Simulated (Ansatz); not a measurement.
Consider the formal exchange of groups at the Si–S bond: `N[SiH2]S[SiH3]` + `C=NBF` → `C=NB(F)[SiH3]` + `N[SiH2]S`.

Computed with Ansatz on PBE0-D4/def2-TZVP structures; ΔE is electronic, products minus reactants. CCSD(T)/CBS adds triple-zeta CCSD(T) − MP2 to the extrapolated MP2 energy (def2 sets, frozen cores). Functionals use def2-TZVPP. B3LYP here is the variant with VWN-RPA as its local correlation; programs differ in this. Each species was taken in one conformer, which may not be the lowest.

Question: Is it downhill or uphill in electronic energy at CCSD(T)/CBS, and by how much? (Estimate.)

Answer: The calculation gave: Uphill: ΔE = +80.7 kJ/mol.

Question: What do these levels give: PBE-D4, r2SCAN-D4, B3LYP-D4, B3LYP, HF/def2-TZVPP, MP2/def2-TZVPP, SCS-MP2/def2-TZVPP, CCSD/def2-TZVPP, MP2/def2-QZVPP, HF/CBS(def2), MP2/CBS(def2), CCSD/CBS(def2)? (Best estimate.)

Answer: Computed: PBE-D4 69.6, r2SCAN-D4 76.6, B3LYP-D4 76.2, B3LYP 72.0, HF/def2-TZVPP 85.5, MP2/def2-TZVPP 87.9, SCS-MP2/def2-TZVPP 85.1, CCSD/def2-TZVPP 77.6, MP2/def2-QZVPP 89.9, HF/CBS(def2) 86.0, MP2/CBS(def2) 91.2, CCSD/CBS(def2) 80.9 kJ/mol.

Largest T1 diagnostic among the species: 0.015.

The D4 term adds +4.2 kJ/mol with B3LYP and +2.2 kJ/mol with PBE0; it sums over pairs of atoms, weighted by their polarisabilities, and B3LYP, whose exchange is more repulsive, gets the larger term. From PBE to PBE0 (25 % exact exchange), in def2-TZVPP and without D4, ΔE moves by +6.4 kJ/mol.
